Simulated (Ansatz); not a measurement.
`CC[Si](F)(F)F` and `F[Si](F)(F)CS` differ in one atom or group.

Ansatz, PBE0-D4/def2-TZVP geometries, multiplicity 1. Each molecule was computed in one conformer, which needn't be the lowest.

| property | `CC[Si](F)(F)F` |
| --- | --- |
| HOMO–LUMO gap (B3LYP/def2-TZVPP) / eV | 9.74 |
| size of the dipole moment (PBE/def2-TZVPP) / D | 2.43 |
| HOMO energy (PBE0/def2-TZVPP) / eV | -9.50 |
| HOMO energy (PBE/def2-TZVPP) / eV | -8.05 |
| LUMO energy (PBE/def2-TZVPP) / eV | -0.05 |
| size of the dipole moment (ωB97M-V/def2-TZVPP) / D | 2.48 |

Q: What does the change do to each property? (An estimate is asked.)

A: Computed: 
| property | `F[Si](F)(F)CS` | shift |
| --- | --- | --- |
| HOMO–LUMO gap (B3LYP/def2-TZVPP) / eV | 6.69 | -3.05 |
| size of the dipole moment (PBE/def2-TZVPP) / D | 2.59 | 0.16 |
| HOMO energy (PBE0/def2-TZVPP) / eV | -7.37 | 2.13 |
| HOMO energy (PBE/def2-TZVPP) / eV | -6.07 | 1.98 |
| LUMO energy (PBE/def2-TZVPP) / eV | -1.05 | -1.00 |
| size of the dipole moment (ωB97M-V/def2-TZVPP) / D | 2.65 | 0.17 |

With PBE0 the HOMO rises by 2.13 eV and the LUMO falls by 0.91 eV, so the gap narrows by about 3.04 eV. PBE moves the HOMO by 1.98 eV and ωB97M-V by 2.17 eV. Dipoles are sizes alone; their direction can turn.

B3LYP here is the variant with VWN-RPA as its local correlation; programs differ in this.
